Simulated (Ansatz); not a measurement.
Ansatz (a first-principles code) input (MP2/6-31G*):

Ansatz 0.2 input:
```yaml
crystal:
  periodic: [false, false, false]
  atoms:
    - {symbol: C, position_ang: [-1.94067000, -0.20121400, -0.31648900]}
    - {symbol: C, position_ang: [-0.62923600, -0.04730200, 0.46914400]}
    - {symbol: C, position_ang: [0.51162900, 0.04847100, -0.49660400]}
    - {symbol: O, position_ang: [1.82473000, 0.25090000, 0.33402400]}
    - {symbol: H, position_ang: [-1.93813200, -1.10196100, -0.93088600]}
    - {symbol: H, position_ang: [-2.12156000, 0.66026300, -0.95969800]}
    - {symbol: H, position_ang: [-2.76997800, -0.27577600, 0.38432700]}
    - {symbol: H, position_ang: [-0.66563900, 0.85062300, 1.08836200]}
    - {symbol: H, position_ang: [-0.49501400, -0.91382600, 1.12395200]}
    - {symbol: H, position_ang: [0.50525300, 0.94365500, -1.11189200]}
    - {symbol: H, position_ang: [0.68600500, -0.84917200, -1.08515400]}
    - {symbol: H, position_ang: [2.64514600, 0.25645500, -0.19366800]}
    - {symbol: H, position_ang: [1.90573600, -0.37718900, 1.07615800]}
basis:
  gaussian:
    orbitals: 6-31G*
total_charge: 1
magnetization: {spin_polarized: false}
correlation: {method: mp2, electrons: outside_noble_gas}
relax: {f_tol: 0.003, max_steps: 120}
```

From the output:

```
second order -15.50220029 eV of doubles, -0.00000000 eV of singles
the calculation of the forces begins
relax step   7: F+E_penalty+E_count = -5278.78813049 eV  Δ(F+E_penalty+E_count) = -3.788e-6 eV  max|allowed force component| = 1.851e-3 eV/Å  Δτ_max = 0.0039 Å  (31 SCF iters, accepted)
these checks for a lower state are left out or cut short: cluster_reference
integrals: 0.03 GiB planned
939 factors; integrals over basis functions are off by at most 3.7e-4 eV
mean field: 0.18 GiB planned
mean field evaluation 64: about -5263.2196 eV, gradient 2.2e-1 eV
mean field -5263.28593020 eV, -193.4221903515 hartree, gradient 9.5e-7 eV, S^2 0.000000; 1 other end points of the search recorded, 0 dependent functions left out
4 core orbitals not correlated
reference -5263.28593020 eV, -193.4221903515 hartree; 13, 13 occupied and 61, 61 virtual orbitals, 939 factors
densities: 0.14 GiB planned
second order -15.50220029 eV of doubles, -0.00000000 eV of singles
the calculation of the forces begins
Total energy: -5278.78813049 eV, -193.9918857043 hartree
Atom 0 at    -1.936469    -0.199764    -0.317844 Å, force     0.000109    -0.000292     0.000011 eV/Å
Atom 1 at    -0.631296    -0.045164     0.475117 Å, force     0.000494     0.000181    -0.000292 eV/Å
Atom 2 at     0.517732     0.043968    -0.488937 Å, force    -0.000508    -0.000502     0.000387 eV/Å
Atom 3 at     1.807633     0.260072     0.344210 Å, force     0.001851     0.000003     0.000781 eV/Å
Atom 4 at    -1.931358    -1.106165    -0.927852 Å, force     0.000050     0.000000     0.000108 eV/Å
Atom 5 at    -2.110902     0.661406    -0.966944 Å, force    -0.000032    -0.000097    -0.000025 eV/Å
Atom 6 at    -2.772914    -0.268998     0.379027 Å, force    -0.000046     0.000107    -0.000160 eV/Å
Atom 7 at    -0.665058     0.859270     1.088573 Å, force    -0.000062    -0.000080     0.000153 eV/Å
Atom 8 at    -0.502191    -0.909048     1.137325 Å, force    -0.000114     0.000147     0.000163 eV/Å
Atom 9 at     0.504292     0.936144    -1.113048 Å, force     0.000227     0.000160    -0.000051 eV/Å
Atom 10 at     0.688592    -0.858501    -1.077248 Å, force    -0.000137     0.000079    -0.000184 eV/Å
Atom 11 at     2.632004     0.294594    -0.197322 Å, force    -0.000905     0.000106    -0.000079 eV/Å
Atom 12 at     1.918205    -0.423887     1.046519 Å, force    -0.000928     0.000188    -0.000812 eV/Å
Dipole moment:     1.203907    -0.153967     0.010551 e Å
Checks for a lower state left out: cluster_reference
```

The dipole moment of an ion depends on the origin.

The geometry given is a B3LYP-D3(BJ)/def2-TZVP minimum.
